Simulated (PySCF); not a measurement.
GeH5Si, multiplicity 2. Atoms are numbered in the order given.

```xyz
7

Si     1.6425     0.0933     0.0000
Ge    -0.7391    -0.0067     0.0000
H      2.2475    -0.5184    -1.2118
H      2.2475    -0.5184     1.2118
H     -1.2898     0.7027     1.2494
H     -1.2898     0.7027    -1.2494
H     -1.2603    -1.4595     0.0000
```
Charge 0, spin multiplicity 2.

Coordinates come from a B3LYP-D3(BJ)/def2-TZVP optimisation. The isomer is the one that the SMILES or the coordinates give; other isomers of the formula were not compared.

All values below come from r2SCAN/def2-TZVPD (PySCF).

Computed frontier levels, dipole moment and polarisability:
```json
{
  "α spin, highest occupied and lowest empty level": "-5.60 and -0.38 eV",
  "β spin, highest occupied and lowest empty level": "-7.59 and -3.16 eV",
  "dipole_moment": "0.01 D",
  "quadrupole, principal values (traceless, Buckingham form, about the centre of nuclear charge)": "-0.34, -0.11, 0.45 D·Å",
  "mean_static_polarisability": "69.5 bohr³ (10.30 Å³)",
  "polarisability_principal_values": "60.6, 61.5, 86.5 bohr³",
  "⟨S²⟩": "0.757 (pure state 0.75)"
}
```
